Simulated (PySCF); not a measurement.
## Dipole moment and polarisability across levels of theory

Compound: BH₈NOSi.
SMILES: `[NH3+][BH2-]O[SiH3]`

PySCF, dipoles from the SCF density, polarisabilities from static response with core orbitals frozen. Geometry: PBE0-D3(BJ)/def2-SVP, one conformer, isolated molecule.

Q: How do dipole and polarisability depend on functional and basis here?

A: 

```csv
level,μ (D),α (Å³),anisotropy (Å³)
LDA/def2-SVPD,5.326,9.71,2.06
PBE/def2-SVPD,5.346,9.49,2.05
B3LYP/def2-SVPD,5.325,9.07,1.70
PBE0/def2-SVPD,5.357,8.98,1.70
BHandHLYP/def2-SVPD,5.320,8.60,1.41
CAM-B3LYP/def2-SVPD,5.333,8.90,1.56
wB97X-D/def2-SVPD,5.370,8.91,1.57
LC-wPBE/def2-SVPD,5.407,8.69,1.52
HF/def2-SVPD,5.363,8.11,1.10
PBE0/6-31G*,5.540,6.79,1.28
PBE0/6-31+G*,5.380,7.98,1.11
PBE0/def2-SVP,5.624,7.40,1.22
PBE0/aug-cc-pVDZ,5.315,9.20,1.73
PBE0/def2-TZVP,5.470,8.40,1.47
PBE0/def2-TZVPD,5.364,9.11,1.70
```

The anisotropy is √(½[(α1 − α2)² + (α2 − α3)² + (α3 − α1)²]). The dipole runs from 5.32 D (PBE0/aug-cc-pVDZ) to 5.62 D (PBE0/def2-SVP). No reference polarisability is at hand; against PBE0 in the largest diffuse basis at hand (def2-TZVPD) the other PBE0 rows deviate by 6-31G* -25%, 6-31+G* -12%, def2-SVP -19%, def2-SVPD -1%, aug-cc-pVDZ +1%, def2-TZVP -8%. In one basis (def2-SVPD) the functionals order the polarisability from HF (lowest) to LDA (highest), a spread of 20%. With PBE0 the polarisability is 7.53 Å³ without diffuse functions (mean of 6-31G*, def2-SVP and def2-TZVP) and 8.82 Å³ with them (mean of 6-31+G*, def2-SVPD, aug-cc-pVDZ and def2-TZVPD).
